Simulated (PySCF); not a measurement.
Palladium: a sound run and one with changed settings

Sound run: Pd [Kr] 4d10, Pd⁺ [Kr] 4d9. Computed with PySCF 2.14 in def2-TZVP with the def2 core potential (28 electrons) (6s4p3d1f, 40 functions), with a scalar-relativistic core potential. The sound run starts from symmetry-adapted Hartree-Fock orbitals and uses a fine grid where one is needed.

A second run was set up differently.

| species | method | sound run (hartree) | changed run (hartree) | converged |
| --- | --- | --- | --- | --- |
| Pd | UHF | -127.03019 | -127.03019 | yes |
| Pd | TPSS | -127.81546 | -127.81546 | yes |
| Pd | r2SCAN | -127.89558 | -127.89558 | yes |
| Pd⁺ | UHF | -126.79939 | -126.79939 | yes |
| Pd⁺ | TPSS | -127.50734 | -127.52139 | yes |
| Pd⁺ | r2SCAN | -127.58693 | -127.60534 | yes |

Ionisation energy of Pd:

```csv
method,sound run (eV),changed run (eV)
UHF,6.281,6.281
TPSS,8.385,8.002
r2SCAN,8.399,7.898
```

Task: What was changed?
A. too few SCF iterations
B. level shift left on
C. angular grid far too coarse
D. a valence shell is frozen

Result: C. It used 26 angular points. A coarse angular grid integrates products of high-l functions wrongly, so density functionals can shift, and the SCF can exploit the error; Hartree-Fock and MP2 need no grid.
